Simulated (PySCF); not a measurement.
Se (SMILES [Se-]), charge -1, doublet (a gas-phase anion, which may not be bound at this level); CASSCF(7,5)/6-31G run with PySCF.

The PySCF input:
```python
from pyscf import gto, scf, mcscf
import numpy

mol = gto.M(
    atom='''
Se    0.00000000    0.00000000    0.00000000
''',
    basis='6-31g',
    charge=-1,
    spin=1,
    verbose=4,
)

mf = scf.ROHF(mol)
mf.kernel()
mc = mcscf.CASSCF(mf, 5, 7)
mc.fix_spin_(ss=0.75)
mc.kernel()
occ = numpy.linalg.eigvalsh(mc.fcisolver.make_rdm1(mc.ci, mc.ncas, mc.nelecas))[::-1]
ss = mc.fcisolver.spin_square(mc.ci, mc.ncas, mc.nelecas)[0]
print('natural occupations', occ.round(4), ' <S^2>', round(ss, 4))
```

Write the output that PySCF gives for this input, abridged.


```
PySCF version 2.14.0

[INPUT] verbose = 4
[INPUT] num. atoms = 1
[INPUT] num. electrons = 35
[INPUT] charge = -1
[INPUT] spin (= nelec alpha-beta = 2S) = 1
[INPUT] symmetry False subgroup None
[INPUT] Mole.unit = angstrom
[INPUT] Symbol           X                Y                Z      unit          X                Y                Z       unit  Magmom
[INPUT]  1 Se     0.000000000000   0.000000000000   0.000000000000 AA    0.000000000000   0.000000000000   0.000000000000 Bohr   0.0

nuclear repulsion = 0
number of shells = 11
number of NR pGTOs = 90
number of NR cGTOs = 27
basis = 6-31g
ecp = {}

******** <class 'pyscf.scf.rohf.ROHF'> ********
method = ROHF
initial guess = minao
damping factor = 0
level_shift factor = 0
DIIS = <class 'pyscf.scf.diis.CDIIS'>
diis_start_cycle = 1
diis_space = 8
diis_damp = 0
SCF conv_tol = 1e-09
SCF conv_tol_grad = None
SCF max_cycles = 50
direct_scf = True
direct_scf_tol = 1e-13
num. doubly occ = 17  num. singly occ = 1
Set gradient conv threshold to 3.16228e-05
init E= -2398.24961562064
  HOMO = -0.275330550341084  LUMO = 0.310959145182287  gap/eV = 15.95376
cycle= 1 E= -2399.47794974835  delta_E= -1.23  |g|= 0.278  |ddm|= 0.794
  HOMO = 0.125787974666475  LUMO = 0.612092651776007  gap/eV = 13.23302
cycle= 2 E= -2399.49943020404  delta_E= -0.0215  |g|= 0.163  |ddm|= 0.502
  HOMO = 0.0817076207846554  LUMO = 0.58379638516571  gap/eV = 13.66253
cycle= 3 E= -2399.50204443873  delta_E= -0.00261  |g|= 0.00721  |ddm|= 0.0857
  HOMO = 0.0699740370799482  LUMO = 0.577179114996818  gap/eV = 13.80175
cycle= 4 E= -2399.50211301907  delta_E= -6.86e-05  |g|= 0.00255  |ddm|= 0.0229
  HOMO = 0.0711398153429954  LUMO = 0.578059046592976  gap/eV = 13.79397
cycle= 5 E= -2399.50211813624  delta_E= -5.12e-06  |g|= 0.000186  |ddm|= 0.00743
  HOMO = 0.0711692524058343  LUMO = 0.578034549379191  gap/eV = 13.79251
cycle= 6 E= -2399.50211816835  delta_E= -3.21e-08  |g|= 2.52e-05  |ddm|= 0.000539
  HOMO = 0.0711655483365412  LUMO = 0.578032890967147  gap/eV = 13.79256
cycle= 7 E= -2399.50211816904  delta_E= -6.94e-10  |g|= 2.18e-06  |ddm|= 8.8e-05
  HOMO = 0.0711662566740578  LUMO = 0.578032442230406  gap/eV = 13.79253
Extra cycle  E= -2399.50211816904  delta_E= -1.82e-12  |g|= 6.82e-07  |ddm|= 3.85e-06
converged SCF energy = -2399.50211816904

******** <class 'pyscf.mcscf.mc1step.CASSCF'> ********
CAS (4e+3e, 5o), ncore = 14, nvir = 8
max_cycle_macro = 50
max_cycle_micro = 4
conv_tol = 1e-07
conv_tol_grad = None
orbital rotation max_stepsize = 0.02
orbital rotation threshold for CI restart = 0.01
augmented hessian ah_max_cycle = 30
augmented hessian ah_conv_tol = 1e-12
augmented hessian ah_linear dependence = 1e-14
augmented hessian ah_level shift = 1e-08
augmented hessian ah_start_tol = 2.5
augmented hessian ah_start_cycle = 3
augmented hessian ah_grad_trust_region = 3
kf_trust_region = 3
kf_interval = 4
ci_response_space = 4
ci_grad_trust_region = 3
with_dep4 0
natorb = False
canonicalization = True
sorting_mo_energy = False
ao2mo_level = 2
internal_rotation = False
******** <class 'pyscf.fci.addons.SpinPenaltyFCISolver'> ********
max. cycles = 50
conv_tol = 1e-08
davidson only = True
linear dependence = 1e-12
level shift = 0.001
max iter space = 12
nroots = 1
pspace_size = 400
spin = None
CASCI E = -2399.50399606576  S^2 = 0.7500000
Set conv_tol_grad to 0.000316228
macro iter   1 (  4 JK    1 micro), CASSCF E = -2399.50402624519  dE = -3.01794330e-05  S^2 = 0.7500000
               |grad[o]|=0.000897  |grad[c]|=0.0021  |ddm|=0.000613  |maxRot[o]|= 0.04
macro iter   2 (  5 JK    2 micro), CASSCF E = -2399.50402749071  dE = -1.24551752e-06  S^2 = 0.7500000
               |grad[o]|=0.000241  |grad[c]|=0.000106  |ddm|=0.000115  |maxRot[o]|=0.0103
macro iter   3 (  1 JK    1 micro), CASSCF E = -2399.50402749072  dE = -7.27595761e-12  S^2 = 0.7500000
               |grad[o]|=1.93e-05  |grad[c]|=2.56e-06  |ddm|=3.14e-06  |maxRot[o]|=    0
1-step CASSCF converged in   3 macro ( 10 JK   4 micro) steps
CASSCF canonicalization
Density matrix diagonal elements [1.99906853 1.99887804 1.99887804 1.         0.00317539]
CASSCF energy = -2399.50402749072
CASCI E = -2399.50402749072  E(CI) = -9.09013338122031  S^2 = 0.7500000
natural occupations [1.9991 1.9989 1.9989 1.     0.0032]  <S^2> 0.75
```
